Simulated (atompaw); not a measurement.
What one change does to a pseudopotential (caesium, PAW (atompaw))

atompaw 4.2.0.5 input, output lines left out:

```
Cs 55
LDA-PW scalarrelativistic loggrid 2001 logderivrange -3 5 201
6 6 5 0 0 0
6 0 0
6 1 0
5 2 0
0 0 0
c
c
c
c
c
v
c
c
c
v
v
c
c
v
2
3.00 2.30 2.40 2.40
y
3.1
n
n
y
1.45
n
custom polynom2 7 10 vanderbiltortho sinc
3 0.5 ultrasoft
3.00
3.00
3.00
3.00
3.00
3.00
```

Change: local potential ultrasoft scheme with l = 3 at 0.5 Ry, radius 1.22 bohr.

Cutoffs: the cutoffs (Ry, on a coarse ladder) from which the occupation-weighted sum of valence levels, in a spherical-Bessel basis at the reference potential, stays within 10 and 1 mRy of its value at 400 Ry; they do not see the model core or the augmentation charge, which bear on the density cutoff.

Question: What does the change do?

Answer: The potential gets softer (40 Ry and 40 Ry → 18 Ry and 40 Ry); the bound ghosts move from p, s to d, p, s; the range in which the s phases agree narrows (upper end 4.9 → 0.2). A state that the projectors do not describe sees the local part alone, so a deeper or shallower local part can create or remove a ghost.

```csv
quantity,base,changed
"cutoff, loose",40 Ry,18 Ry
"cutoff, tight",40 Ry,40 Ry
bound ghosts,"s, p","s, p, d"
s: phases at 3.00 bohr within 0.05 rad from the reference energy up to (Ry; the scan ends near 5),4.9,0.2
p: phases at 3.00 bohr within 0.05 rad from the reference energy up to (Ry; the scan ends near 5),1.2,1.1
d: phases at 3.00 bohr within 0.05 rad from the reference energy up to (Ry; the scan ends near 5),2.4,3.2
lowest overlap eigenvalue by channel,"s 0.28, p 0.84, d 0.87","s 0.23, p 0.84, d 0.86"
```

 A true bound ghost makes a file unfit for plane-wave use even where its test errors are small: the radial tests pick states by their node count and pass the ghost by. The cutoffs see the waves, projectors and local potential, not the compensation charge or the core.
